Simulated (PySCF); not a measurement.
## Radial density of Se(2+) (selenium, charge +2)

UHF, [Ar] 3d10 4s1 4p3, 4s spin antiparallel (an excited configuration). Calculation: PySCF 2.14, in aug-cc-pwCVDZ-PP with ECP10MDF; scalar relativity through the core potential. This is the valence pseudo-density: the core potential removes the inner electrons and smooths the orbitals near the nucleus.

```
r (bohr)  4πr²ρ (e/bohr)  4πr²(ρα − ρβ)
0.000659       2.734e-05         0.0000
 0.00111       7.724e-05         0.0000
 0.00186       0.0002176         0.0000
 0.00313       0.0006080        -0.0001
 0.00527        0.001662        -0.0001
 0.00887        0.004285        -0.0004
  0.0149        0.009627        -0.0008
  0.0251         0.01751        -0.0015
  0.0422         0.03319        -0.0021
  0.0710          0.1433        -0.0023
   0.119           1.145        -0.0026
   0.201           6.723         0.0102
   0.338           24.02         0.1136
   0.568           29.90         0.0964
   0.955           8.556         0.0690
    1.61           2.972         1.0816
    2.70          0.9401         0.6576
    4.55         0.04115         0.0370
    7.65       8.912e-05         0.0001
```

Energies and moments cover only the electrons outside the core potential. With the s spin flipped the determinant is a mixture of two multiplicities, not a spectroscopic state.
